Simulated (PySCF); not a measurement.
Computed shifts of a molecule C₂H₆BClO, PBE/pcSseg-1 (PySCF), GIAO, gas phase, atoms alike by connectivity averaged where their shifts nearly agree, in ppm (number of nuclei): ¹³C: 17.0 (1), 13.4 (1). ¹H: 5.55 (1), 1.48 (1), 1.32 (3), 1.20 (1). References: ¹¹B against BF3 (σ = 83.9 ppm); ³⁵Cl against HCl (σ = 936.5 ppm); ¹³C against TMS (σ = 182.0 ppm); ¹H against TMS (σ = 31.49 ppm); ¹⁷O against H2O (σ = 334.3 ppm), references at their B3LYP-D3(BJ)/def2-TZVP geometries, non-relativistic (without spin–orbit terms, shifts of atoms bonded to Cl or Br come out too high). The structure is a stationary point at PBE0-D3(BJ)/def2-SVP. Other conformers were not sampled.

Task: Which molecule gave these data?
(A) CCB(O)Cl
(B) CCOBCl
(C) COB(C)Cl

Result: A, CCB(O)Cl
